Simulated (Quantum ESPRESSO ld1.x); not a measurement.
Values are calculated unless marked as measured or tabulated.
Task: The mean radii <r> (bohr) of the occupied orbitals of an atom or ion are listed with their occupations. Code: ld1.x of Quantum ESPRESSO 7.5. Model: scalar-relativistic Kohn-Sham, LDA (Slater exchange, VWN5 correlation), spin-polarised, spherical densities, point nucleus.

| orbital | occ. | <r> |
|---|---|---|
| 1s up | 1 | 0.09103 |
| 1s down | 1 | 0.09078 |
| 2s up | 1 | 0.4094 |
| 2s down | 1 | 0.4144 |
| 2p up | 3 | 0.3606 |

Name the element and its charge. Open shells, if any, are filled with parallel spins first.

Result: Z = 17, chlorine, charge +10: Cl10+ in [He] 2s2 2p3. The 1s radius gives Z: for a bare nucleus <r> = (2 gamma + 1)/(2Z) with gamma = sqrt(1 - (Z/c)^2), 0.08778 bohr for Z = 17, and screening makes it slightly larger (0.09103 here). The occupations add up to 7, and the charge is Z minus that.
